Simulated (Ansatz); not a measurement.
Isomers of Cs3H3⁺ (doublet), relaxed with PBE0-D4/def2-TZVP; total energies from Ansatz at CCSD(T)/def2-TZVPP.

```json
{"isomer": "A", "description": "point group not assigned; 3 × Cs–H 2.71 to 2.98 Å", "energy (Eh)": "-61.70254"}
{"isomer": "B", "description": "point group C2v; 5 × Cs–H 2.79 to 3.17 Å", "energy (Eh)": "-61.70252"}
{"isomer": "C", "description": "point group not assigned; 1 × Cs–Cs 5.80 Å; 3 × Cs–H 2.62 to 3.28 Å", "energy (Eh)": "-61.70779"}
```

In the def2 sets Cs takes a core potential; there is no spin–orbit coupling. Correlated methods freeze no core orbitals; core or outer-core shells of Cs are correlated, in sets that lack core-valence functions.

The isomers come from a short search, and lower ones may exist.

**Question.** Work out the relative energies (1 Eh = 2625.5 kJ/mol) and the Boltzmann populations at 500 K from electronic energies alone (R = 8.314 J/mol/K).

**Answer.** ΔE: A 13.8, B 13.8, C 0.0 kJ/mol. RT = 4.16 kJ/mol. Factors exp(−ΔE/RT): A 0.0363, B 0.0363, C 1; sum 1.073. Populations: A 3.4 %, B 3.4 %, C 93.2 %. Zero-point energy, vibrational entropy and symmetry numbers are left out and can shift these; an error of 4 kJ/mol changes a ratio by a factor of 2.6. Over the other density-functional and correlated levels in def2 sets, the gap between C and A ranges from 9 to 15 kJ/mol.
